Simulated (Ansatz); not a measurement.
Reaction (redistribution): `CC[SiH](O)P` + `[F][GeH2][CH2][SiH3]` → `[SiH3][CH2][GeH2][PH2]` + `CC[SiH](O)F`

Computed with Ansatz on PBE0-D4/def2-TZVP structures; ΔE is electronic, products minus reactants. CCSD(T)/CBS adds triple-zeta CCSD(T) − MP2 to the extrapolated MP2 energy (def2 sets, frozen cores). For Ge outer-core shells are correlated without core-valence functions, which leaves a few kJ/mol of doubt a bond. Scalar relativity is left out up to krypton. Each species was taken in one conformer, which may not be the lowest.

| species | CCSD(T)/CBS(def2) energy (Eh) |
| --- | --- |
| `CC[SiH](O)P` | -786.77396 |
| `[F][GeH2][CH2][SiH3]` | -2507.28388 |
| `[SiH3][CH2][GeH2][PH2]` | -2749.59870 |
| `CC[SiH](O)F` | -544.49944 |

(1) Work out ΔE.

Largest T1 diagnostic among the species: 0.012.

Results:

(1) ΔE = (-2749.59870) + (-544.49944) − (-786.77396) − (-2507.28388) = -0.04030 Eh = -105.8 kJ/mol.

From PBE to PBE0 (25 % exact exchange), in def2-TZVPP and without D4, ΔE moves by −4.7 kJ/mol. The D4 term adds +3.0 kJ/mol with B3LYP and +1.7 kJ/mol with PBE0; it sums over pairs of atoms, weighted by their polarisabilities, and B3LYP, whose exchange is more repulsive, gets the larger term.

B3LYP here is the variant with VWN-RPA as its local correlation; programs differ in this.
